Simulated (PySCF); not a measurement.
Si(H)2(Br)(Et) (C₂H₇BrSi), SMILES Br[SiH2]CC. Atoms are numbered in the order given.

```xyz
11

Si    -0.1125     1.0821    -0.4814
Br     1.1398    -0.5593     0.4227
C     -1.7817     0.3834    -0.9927
C     -2.6029    -0.2233     0.1513
H     -0.2589     2.1420     0.5541
H      0.6322     1.6214    -1.6516
H     -2.3325     1.2126    -1.4752
H     -1.6017    -0.3642    -1.7848
H     -3.5681    -0.6124    -0.2098
H     -2.8176     0.5224     0.9340
H     -2.0632    -1.0561     0.6286
```

Geometry: B3LYP-D3(BJ)/def2-SVP. The values are those of a single conformer.

Level of theory: PBE/def2-TZVP run with PySCF.

```
Property                                                                                                       Result
---------------------------------------------------------------------------------------------  ----------------------
total energy                                                                                      -2943.50471 hartree
highest occupied level                                                                                       -6.89 eV
lowest empty level                                                                                           -0.88 eV
orbital gap                                                                                                   6.01 eV
dipole moment                                                                                                  1.99 D
quadrupole, principal values (traceless, Buckingham form, about the centre of nuclear charge)  -1.51, -0.56, 2.07 D·Å
mean static polarisability                                                                      72.5 bohr³ (10.75 Å³)
polarisability, principal values                                                               61.5, 72.4, 83.7 bohr³
```
